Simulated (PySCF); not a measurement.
## Computed properties of C2H5Si, SMILES [CH2][Si]C

C₂H₅Si, SMILES [CH2][Si]C (connectivity only; charge and spin as stated), charge +1, multiplicity 1. Geometry: PBE0-D3(BJ)/def2-TZVP. The spin state was assumed, not searched. The isomer is the one that the SMILES or the coordinates give; other isomers of the formula were not compared. Other conformers were not sampled. All values are computed for the isolated molecule unless a solvent is named; none is compared with measurement here.

**Structure.** All 18 harmonic modes at PBE0-D3(BJ)/def2-TZVP (PySCF) are real, so it is a minimum. With heavy atoms numbered as in [CH2:1][Si:2][CH3:3], the shortest bond between them is C1–Si2 at 1.687 Å and the longest Si2–C3 at 1.826 Å.

**Vibrations.** The strongest infrared lines (harmonic, unscaled, degenerate partners summed) lie at 3112 cm⁻¹ (68 km/mol, H 95 %), 725 cm⁻¹ (64 km/mol, H 78 %, C 21 %), 3026 cm⁻¹ (61 km/mol, H 97 %). The softest mode is at 93 cm⁻¹ and the zero-point energy is 37.1 kcal/mol.

**Electronic structure.** CAM-B3LYP/def2-TZVPD (PySCF) places the frontier levels at -14.15 and -7.19 eV, a gap of 6.96 eV and a mean polarisability of 49.0 bohr³.

**Excitations.** TDA-B3LYP/def2-SVPD (PySCF) has S1 at 2.85 eV (435 nm, f = 0.004, weak); the most intense of the 10 singlets computed lies at 8.34 eV (f = 0.27). T1 (TDA) is at 1.88 eV, 0.97 eV under S1.

**NMR.** GIAO shifts at B3LYP/pcSseg-2 (PySCF) (non-relativistic, atoms alike by connectivity averaged): ¹³C from 16.7 to 109.2 ppm against TMS; ¹H from 3.3 to 8.2 ppm against TMS; ²⁹Si at 470.2 ppm against TMS.
